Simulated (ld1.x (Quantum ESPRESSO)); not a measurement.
**Zn, TM: configuration errors across variants**

- Element: zinc
- Generator: ld1.x (Quantum ESPRESSO) 7.5
- Type: norm-conserving Troullier–Martins (Kleinman–Bylander form)
- Functional: PW91
- Relativity: scalar-relativistic
- Frozen core: [Ar]
- Valence charge: 12
- Reference configuration: 3d9 4s0 4p0 (charge +3)
- Partial waves: 4p (bound, empty): rc 2.25 bohr; 3d (bound): rc 1.10 bohr; 4s (bound, empty): rc 1.40 bohr
- Local potential: the s channel
- Core correction: none

All-electron excitation energies from the reference (eV): (1) 3d10 4s2 4p0 -69.126; (2) 3d10 4s1 4p0 -59.164; (3) 3d10 4s0 4p0 -40.653; (4) 3d9 4s2 4p1 -56.843; (5) 3d10 4s1 4p1 -64.009; (6) 3d10 4s1.5 4p0 -65.150.

1 further variants failed, have other tests or too few solved ones, and are left out.

A true bound ghost makes a file unfit for plane-wave use even where its test errors are small: the radial tests pick states by their node count and pass the ghost by.

Errors AE − PS in meV (a dash: test not solved or not reliable):

```tsv
change	(1)	(2)	(3)	(4)	(5)	(6)	bound ghosts
base	+42	-187	-438	+310	-88	-63	none
all radii scaled by about 0.75 (s 1.04, p 1.68, d 0.82 bohr)	+632	+174	–	+588	+234	+424	p, s (extra level of the local part)
all radii scaled by about 0.90 (s 1.26, p 2.02, d 0.98 bohr)	+158	-117	-407	+356	-30	+31	p
all radii scaled by about 1.06 (s 1.48, p 2.38, d 1.16 bohr)	+28	-192	-437	+301	-93	-73	none
all radii scaled by about 1.29 (s 1.80, p 2.90, d 1.42 bohr)	+32	-163	-376	+276	-103	-58	p
```

Question: Give the same row for: all radii scaled by about 1.37 (s 1.92, p 3.08, d 1.50 bohr).

Answer: +34, -154, -352, +269, -108, -53; bound ghosts: p.
